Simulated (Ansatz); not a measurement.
Redistribution: SiH2(CH3)Cl + CH8O2Si2 → SiH2(SiH3)Cl + C2H8O2Si

Gas-phase species: SiH2(CH3)Cl, singlet; CH8O2Si2 `CO[SiH](O)[SiH3]`, singlet; SiH2(SiH3)Cl, singlet; C2H8O2Si `CO[SiH](C)O`, singlet. The partners trade CH3 for SiH3; both sit on Si, so the bond types are kept.

Shapes, held fixed at every level: PBE0-D4/def2-TZVP. Flexible molecules stand in one conformer, not always the lowest. Programs: Ansatz 0.2.0. Electronic energies: no zero-point or thermal term.

| level | kind | ΔE (kJ/mol) | less CCSD(T)/CBS estimate |
| --- | --- | --- | --- |
| HF/def2-TZVPP | Hartree–Fock | -8.2 | -1.4 |
| PBE0-D4/def2-TZVPP | global hybrid | -6.8 | 0.0 |
| wB97X-V/def2-TZVPP | range-separated hybrid | -5.7 | +1.1 |
| MP2/def2-TZVPP | perturbation theory | -5.6 | +1.2 |
| CCSD(T)/def2-TZVPP | coupled cluster or CI | -6.3 | +0.5 |
| CCSD/def2-TZVPP | coupled cluster or CI | -7.0 | -0.2 |
| CCSD(T)/CBS estimate | coupled cluster or CI | -6.8 | 0.0 |

The highest level, CCSD(T)/CBS estimate, gives ΔE = -6.8 kJ/mol; the levels span -8.2 to -5.6. The column of differences is taken from that level and isn't an error. No measured value is set beside it here. The CBS estimate extrapolates MP2 from def2-TZVPP and def2-QZVPP and adds CCSD(T) − MP2 in the triple-zeta set, cores frozen.
